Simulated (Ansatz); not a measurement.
The same ligand exchange along the group O, S, Se, Te.

Program: Ansatz. Geometries: PBE0-D4/def2-TZVP. ΔE: electronic, gas phase. CBS: MP2 limit from def2 TZ/QZ plus the TZ coupled-cluster correction, frozen cores. This one scheme is used for every species. Functionals use def2-TZVPP. def2 core potentials past Kr. For Br, Se, Te outer-core shells are correlated without core-valence functions, which leaves a few kJ/mol of doubt a bond. Scalar relativity is left out up to krypton. One conformer a species, not always the lowest.

```
                                   reaction  CCSD(T)/CBS(def2) (kcal/mol)
     `CC[SiH2]O` + HBr → `CC[SiH2]Br` + H₂O                             ?
     `CC[SiH2]S` + HBr → `CC[SiH2]Br` + H₂S                          -9.8
`CC[SiH2][SeH]` + HBr → `CC[SiH2]Br` + H₂Se                          -7.8
`CC[SiH2][TeH]` + HBr → `CC[SiH2]Br` + H₂Te                          -7.8
```

Fill in the missing values. (Estimate.)

Ansatz gave: `CC[SiH2]O` + HBr → `CC[SiH2]Br` + H₂O: -3.3 kcal/mol.

Largest T1 diagnostic: 0.010, for H₂Te.
